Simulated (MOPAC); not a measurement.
MOPAC input (AM1):

```
AM1 1SCF UHF MS=0.5 GEO-OK AUX(PRECISION=9) THREADS=1
H4AsSi

Si   -1.53619033 1    0.29221664 1   -0.40696884 1
As    0.71875004 1   -0.13014525 1    0.20687279 1
H    -1.78935326 1    1.75630085 1   -0.29774002 1
H    -2.42810929 1   -0.40119054 1    0.56423249 1
H     1.29611773 1    0.41542681 1   -1.09383569 1
H     0.70925816 1   -1.56677673 1   -0.30189512 1
```

Output:

```
 *******************************************************************************
 **                                                                           **
 **                              MOPAC v23.2.5                                **
 **                                                                           **
 *******************************************************************************
 ** MOPAC's Digital Object Identifier: https://doi.org/10.5281/zenodo.6511958 **
 **                                                                           **
 ** Please cite the open-source release paper for use of this MOPAC version:  **
 ** J. E. Moussa and J. J. P. Stewart (2026)                                  **
 ** MOPAC: An open-source semiempirical molecular orbital program             **
 ** J. Open Source Softw., 11(119), 8025, https://doi.org/10.21105/joss.08025 **
 *******************************************************************************

                              AM1 CALCULATION RESULTS

 *******************************************************************************
 *  AM1        - The AM1 Hamiltonian to be used
 *  GEO-OK     - OVERRIDE INTERATOMIC DISTANCE AND OTHER SAFETY CHECKS
 *  UHF        - UNRESTRICTED HARTREE-FOCK CALCULATION
 *  MS=        - IN MECI, MAGNETIC COMPONENT OF SPIN =  0.5
 *  1SCF       - DO 1 SCF AND THEN STOP
 *  AUX        - OUTPUT AUXILIARY INFORMATION
 *******************************************************************************
AM1 1SCF UHF MS=0.5 GEO-OK AUX(PRECISION=9) THREADS=1
 H4AsSi

   ATOM   CHEMICAL          X               Y               Z
  NUMBER   SYMBOL      (ANGSTROMS)     (ANGSTROMS)     (ANGSTROMS)

     1      Si         -1.53619033  *   0.29221664  *  -0.40696884  *
     2      As          0.71875004  *  -0.13014525  *   0.20687279  *
     3       H         -1.78935326  *   1.75630085  *  -0.29774002  *
     4       H         -2.42810929  *  -0.40119054  *   0.56423249  *
     5       H          1.29611773  *   0.41542681  *  -1.09383569  *
     6       H          0.70925816  *  -1.56677673  *  -0.30189512  *

          CARTESIAN COORDINATES

    NO.       ATOM           X           Y           Z

     1        Si         -1.5362      0.2922     -0.4070
     2        As          0.7188     -0.1301      0.2069
     3         H         -1.7894      1.7563     -0.2977
     4         H         -2.4281     -0.4012      0.5642
     5         H          1.2961      0.4154     -1.0938
     6         H          0.7093     -1.5668     -0.3019

  H: (AM1): M.J.S. DEWAR ET AL, J. AM. CHEM. SOC. 107 3902-3909 (1985)
 Si: (AM1): M.J.S.DEWAR, C. JIE, ORGANOMETALLICS, 6, 1486-1490 (1987).
 As: (AM1): J. J. P. STEWART, J. MOL. MOD., 10, 155-164 (2004)

           Empirical Formula: H4 Si As  =     6 atoms

      MOLECULAR POINT GROUP   :   Cs

          UHF CALCULATION, NO. OF ALPHA ELECTRONS =    7
                           NO. OF BETA  ELECTRONS =    6

 -------------------------------------------------------------------------------
 AM1 1SCF UHF MS=0.5 GEO-OK AUX(PRECISION=9) THREADS=1
 H4AsSi

     1SCF WAS SPECIFIED, SO BFGS WAS NOT USED
     SCF FIELD WAS ACHIEVED

                              AM1 CALCULATION
                                                       MOPAC v23.2.5 Linux

          FINAL HEAT OF FORMATION =         29.45012 KCAL/MOL =     123.21932 KJ/MOL

          COSMO AREA              =        108.52 SQUARE ANGSTROMS
          COSMO VOLUME            =         97.93 CUBIC ANGSTROMS

          IONIZATION POTENTIAL    =          9.145414 EV
          ALPHA SOMO LUMO (EV)    =         -9.145 -0.703
          BETA  SOMO LUMO (EV)    =        -10.201 -1.143
          NO. OF ALPHA ELECTRONS  =          7
          NO. OF BETA  ELECTRONS  =          6
          MOLECULAR WEIGHT        =        107.0387         POINT GROUP:  Cs

          MOLECULAR DIMENSIONS (Angstroms)

            Atom       Atom       Distance
            H     6    H     3     4.15763
            H     5    H     4     3.84279
           Si     1   As     2     1.22290

          SCF CALCULATIONS        =          1

   ATOM   CHEMICAL          X               Y               Z
  NUMBER   SYMBOL      (ANGSTROMS)     (ANGSTROMS)     (ANGSTROMS)

     1      Si         -1.53619033  *   0.29221664  *  -0.40696884  *
     2      As          0.71875004  *  -0.13014525  *   0.20687279  *
     3       H         -1.78935326  *   1.75630085  *  -0.29774002  *
     4       H         -2.42810929  *  -0.40119054  *   0.56423249  *
     5       H          1.29611773  *   0.41542681  *  -1.09383569  *
     6       H          0.70925816  *  -1.56677673  *  -0.30189512  *

                             CARTESIAN COORDINATES

   1   Si       -1.536190330     0.292216640    -0.406968840
   2   As        0.718750040    -0.130145250     0.206872790
   3    H       -1.789353260     1.756300850    -0.297740020
   4    H       -2.428109290    -0.401190540     0.564232490
   5    H        1.296117730     0.415426810    -1.093835690
   6    H        0.709258160    -1.566776730    -0.301895120

           Empirical Formula: H4 Si As  =     6 atoms

      MOLECULAR POINT GROUP   :   Cs

          ALPHA EIGENVALUES
 -19.89233 -14.88256 -13.27501 -11.72772 -11.58626 -10.75272  -9.14541  -0.70250
   1.18246   1.22304   1.58357   1.87649

           BETA EIGENVALUES
 -19.86447 -14.51630 -13.19301 -11.68978 -11.39194 -10.20084  -1.14337  -0.29649
   1.28243   1.32671   1.75120   2.17956

              NET ATOMIC CHARGES AND DIPOLE CONTRIBUTIONS

  ATOM NO.   TYPE          CHARGE      No. of ELECS.   s-Pop       p-Pop
    1         Si           0.150497        3.8495     1.00919     2.84031
    2         As           0.258231        4.7418     1.87373     2.86804
    3          H          -0.108267        1.1083     1.10827
    4          H          -0.108267        1.1083     1.10827
    5          H          -0.096096        1.0961     1.09610
    6          H          -0.096096        1.0961     1.09610
 DIPOLE           X         Y         Z       TOTAL
 POINT-CHG.     1.049    -0.123     0.468     1.155
 HYBRID        -0.760    -0.352    -1.444     1.670
 SUM            0.288    -0.475    -0.976     1.123

          ATOMIC ORBITAL ELECTRON POPULATIONS

     Atom    s        px        py        pz
    1 Si   1.00919   1.00181   0.91726   0.92125
    2 As   1.87373   0.96153   0.91832   0.98820
    3  H   1.10827
    4  H   1.10827
    5  H   1.09610
    6  H   1.09610

                    (SZ)    =    0.500000
                    (S**2)  =    0.784907

          ATOMIC ORBITAL SPIN POPULATIONS

    Atom   Total    s     px     py     pz
         Atomic
    1 Si  1.2720  0.278  0.156  0.155  0.683
    2 As -0.1507  0.012 -0.117 -0.014 -0.033
    3  H -0.0799 -0.080
    4  H -0.0799 -0.080
    5  H  0.0193  0.019
    6  H  0.0193  0.019

 **********************
 *                    *
 * JOB ENDED NORMALLY *
 *                    *
 **********************

 == MOPAC DONE ==
```

The geometry given is a B3LYP-D3(BJ)/def2-TZVP minimum.
